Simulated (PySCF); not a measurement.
# O+: excitation energy

O+ [He] 2s2 2p3 (4S) → O+ [He] 2s1 2p4 (4P), as a difference of total energies. Computed with PySCF 2.14 in ANO-RCC-VTZP, with scalar relativity by spin-free X2C-1e. Correlated levels: valence and next inner shell: nothing frozen. The calculations carry no spin-orbit coupling.

| method | excitation energy (eV) |
| --- | --- |
| UHF | 14.973 |
| MP2 (valence and next inner shell) | 14.994 |
| SCS-MP2 (valence and next inner shell) | 15.007 |
| CCSD (valence and next inner shell) | 14.925 |
| CCSD(T) (valence and next inner shell) | 14.914 |

**Question.** How much does correlation contribute at CCSD(T) (valence and next inner shell)?

**Answer.** 14.914 − (14.973) = -0.059 eV, measured against UHF.

Errors of the correlated levels include the incompleteness of this basis.

For comparison: 14.870 eV (measured; NIST levels, between the centres of gravity of the two terms).
